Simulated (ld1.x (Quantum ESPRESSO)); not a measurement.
**rhenium, TM: configuration errors across variants**

Re (Z = 75), norm-conserving Troullier–Martins (Kleinman–Bylander form), made with ld1.x (Quantum ESPRESSO) 7.5 (PBEsol, scalar-relativistic). Core [Kr] 4d10 4f14 5s2, reference 5p6 5d5 6s2 6p0. Waves: 6s (bound): rc 2.40 bohr; 5p (bound): rc 1.75 bohr; 5d (bound): rc 2.60 bohr. Local part: all-electron potential smoothed inside 1.90 bohr (lloc = -2). Core correction: Bessel-smoothed model core inside 1.00 bohr.

All-electron excitation energies from the reference (eV): (1) 5p6 5d5 6s1 6p0 9.292; (2) 5p6 5d5 6s0 6p0 25.636; (3) 5p6 5d4 6s0 6p0 52.794; (4) 5p5 5d5 6s2 6p0 52.951; (5) 5p6 5d5 6s0 6p1 15.164; (6) 5p6 5d5 6s1 6p1 4.842; (7) 5p6 5d5 6s0 6p2 9.963.

Tests that are not counted but printed errors over 1 eV. “local potential all-electron potential smoothed inside 1.06 bohr (lloc = -2)”: 5p5 5d5 6s2 6p0 (solver errors, printed error -1213 eV). “local potential all-electron potential smoothed inside 1.64 bohr (lloc = -2)”: 5p5 5d5 6s2 6p0 (solver errors, printed error -1298 eV).

A true bound ghost makes a file unfit for plane-wave use even where its test errors are small: the radial tests pick states by their node count and pass the ghost by. Where a test does run into it, the solver fails or the error is huge.

Errors AE − PS in meV (a dash: test not solved or not reliable):

```tsv
change	(1)	(2)	(3)	(4)	(5)	(6)	(7)	bound ghosts
base	-0.8	-39	-14	+856	-66	-27	-77	s
local potential all-electron potential smoothed inside 1.06 bohr (lloc = -2)	-7.9	-39	-9.4	–	+106	+76	+163	s
local potential all-electron potential smoothed inside 1.36 bohr (lloc = -2)	-8.6	-39	-10.0	-256	+20	+24	+44	s
local potential all-electron potential smoothed inside 1.64 bohr (lloc = -2)	-9.3	-39	-11	–	+69	+55	+114	s
local potential all-electron potential smoothed inside 1.96 bohr (lloc = -2)	-6.4	-39	-17	+28	-121	-61	-154	none
local potential all-electron potential smoothed inside 2.30 bohr (lloc = -2)	-8.1	-41	-30	-232	-341	-194	-465	none
local potential all-electron potential smoothed inside 2.92 bohr (lloc = -2)	-10	-48	-87	-367	-888	-520	-1242	none
```

Q: Give the same row for: local potential all-electron potential smoothed inside 2.58 bohr (lloc = -2).

A: -8.9, -43, -52, -298, -588, -342, -816; bound ghosts: none.
